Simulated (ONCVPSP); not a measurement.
**Pseudopotential generation for W: ONCV, PBE, scalar-relativistic.**

tungsten (W), optimised norm-conserving Vanderbilt (ONCV), made with ONCVPSP 4.0.1 (PBE, scalar-relativistic). Core [Kr] 4d10 4f14, reference 5s2 5p6 5d5 6s1. Waves: 5s+6s: rc 2.10 bohr, ncon 5, nbas 9, qcut 7.4 1/bohr, 2 projectors; 5p: rc 1.75 bohr, ncon 4, nbas 8, qcut 9 1/bohr, 2 projectors, debl 3.9 Ha; 5d: rc 2.80 bohr, ncon 4, nbas 9, qcut 5.5 1/bohr, 2 projectors, debl 1 Ha. Local part: polynomial inside 1.20 bohr (lpopt 2, dvloc0 4 Ha). Core correction: Teter function, fcfact 1.75, rcfact 1.45.

Poles of the logarithmic derivatives, all-electron (AE) and pseudo (PS). s: poles at -2.8, 2.8 (AE) and -2.8, 2.2, 4.7 (PS) Ha. p: poles at -0.8 (AE) and -0.8 (PS) Ha. d: poles at 0.1, 2.7 (AE) and 0.1, 2.8 (PS) Ha. Test radii: s 2.14, p 1.77, d 2.85 bohr.

- Cutoffs needed: 23 Ha and 29 Ha (the cutoffs (Ha) at which the residual kinetic energy of the hardest occupied pseudo-wave falls to 1 and 0.1 mHa per electron)
- Ghost test: ghosts flagged at negative energy: p at -270.8 eV; no localised positive-energy state flagged; a true bound ghost makes a file unfit for plane-wave use
- Largest excitation error: -143 meV (all-electron minus pseudo) for 5s2 5p5 5d4 6s2, out of 4 test configurations
- rms error of d²Exc/dni dnj: 6.95 mHa without and 2.10 mHa with the model core
